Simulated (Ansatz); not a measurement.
# Ligand exchange: InCl + C2H3I → InI + C2H3Cl

Species: InCl, singlet; C2H3I (vinyl iodide) `C=CI`, singlet; InI (indium iodide (ini)), singlet; C2H3Cl `C=CCl`, singlet. The partners trade Cl for I: In–Cl and C–I bonds give way to In–I and C–Cl.

Shapes, held fixed at every level: PBE0-D4/def2-TZVP. Programs: Ansatz 0.2.0. The zero-point and thermal change to 298 K, harmonic and unscaled (PBE0-D4/def2-TZVP), is +1.8 kJ/mol.

```json
{"level": "r2SCAN-D4/def2-TZVPP", "kind": "meta-GGA", "ΔH(298 K) (kJ/mol)": "-13.1", "less CCSD(T)/def2-TZVPP": "-6.9", "CPU time (sum over the molecules)": "23 s"}
{"level": "B3LYP-D4/def2-TZVPP", "kind": "global hybrid", "ΔH(298 K) (kJ/mol)": "-11.7", "less CCSD(T)/def2-TZVPP": "-5.5", "CPU time (sum over the molecules)": "17 s"}
{"level": "BHLYP-D4/def2-TZVPP", "kind": "global hybrid", "ΔH(298 K) (kJ/mol)": "-16.5", "less CCSD(T)/def2-TZVPP": "-10.3", "CPU time (sum over the molecules)": "15 s"}
{"level": "B2PLYP/def2-TZVPP", "kind": "double hybrid", "ΔH(298 K) (kJ/mol)": "-10.6", "less CCSD(T)/def2-TZVPP": "-4.4", "CPU time (sum over the molecules)": "26 s"}
{"level": "MP2/def2-SVP", "kind": "perturbation theory", "ΔH(298 K) (kJ/mol)": "-24.4", "less CCSD(T)/def2-TZVPP": "-18.2", "CPU time (sum over the molecules)": "–"}
{"level": "MP2/def2-TZVPP", "kind": "perturbation theory", "ΔH(298 K) (kJ/mol)": "-7.9", "less CCSD(T)/def2-TZVPP": "-1.7", "CPU time (sum over the molecules)": "–"}
{"level": "CCSD(T)/def2-TZVPP", "kind": "coupled cluster or CI", "ΔH(298 K) (kJ/mol)": "-6.2", "less CCSD(T)/def2-TZVPP": "0.0", "CPU time (sum over the molecules)": "2.2 min"}
```

The highest level, CCSD(T)/def2-TZVPP, gives ΔH(298 K) = -6.2 kJ/mol; the levels span -24.4 to -6.2. The column of differences is taken from that level and isn't an error. No measured value is set beside it here. For atoms past krypton def2 sets carry core potentials with scalar relativity. Correlated rows may include outer-core shells of I, In, which these sets cover unevenly. Times are processor times on shared x86 and Arm servers, and rough.
